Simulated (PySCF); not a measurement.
Isomers of C4H7FSi.

All values: PBE0/6-31G (PySCF) at PBE0-D3(BJ)/def2-SVP geometries, gas phase, one conformer each.

Question: Rank by HOMO–LUMO gap, highest first.
A. `[F:1]/[CH:2]=[CH:3]/[C@@H:4]1[CH2:5][SiH2:6]1` with C2–C3–C4–C5 -142°
B. `[F:1][C@H:2]1[CH2:3][CH:4]=[CH:5][SiH2:6]1` with F1–C2–C3–C4 94°, C2–C3–C4–C5 16°, C4–C5–Si6–C2 -11°, F1–C2–Si6–C5 -97°
C. `F/C=C1/[SiH2]CC1`
D. `[CH:1]#[C:2][CH2:3][CH2:4][SiH2:5][F:6]` with C2–C3–C4–Si5 -179°, C3–C4–Si5–F6 59°

Answer: D (8.16 eV), B (7.53 eV), C (7.10 eV), A (6.59 eV).

All values together:

```
               SMILES  μ (D)  HOMO (eV)  LUMO (eV)  lowest IAO charge (e)  highest IAO charge (e)  lowest Hirshfeld charge (e)  highest Hirshfeld charge (e)
F/C=C/[C@@H]1C[SiH2]1   2.04      -6.26       0.33             -0.507 (C)             +0.498 (Si)                   -0.152 (C)                   +0.249 (Si)
         C#CCC[SiH2]F   2.08      -7.60       0.56             -0.548 (C)             +0.935 (Si)                   -0.244 (F)                   +0.426 (Si)
   F[C@H]1CC=C[SiH2]1   2.11      -7.46       0.07             -0.416 (C)             +0.596 (Si)                   -0.154 (C)                   +0.289 (Si)
     F/C=C1\CC[SiH2]1   1.29      -7.01       0.09             -0.527 (C)             +0.610 (Si)                   -0.147 (C)                   +0.307 (Si)
```

Conformers: `[F:1]/[CH:2]=[CH:3]/[C@@H:4]1[CH2:5][SiH2:6]1` with C2–C3–C4–C5 -142°; `[CH:1]#[C:2][CH2:3][CH2:4][SiH2:5][F:6]` with C2–C3–C4–Si5 -179°, C3–C4–Si5–F6 59°; `[F:1][C@H:2]1[CH2:3][CH:4]=[CH:5][SiH2:6]1` with F1–C2–C3–C4 94°, C2–C3–C4–C5 16°, C4–C5–Si6–C2 -11°, F1–C2–Si6–C5 -97°.
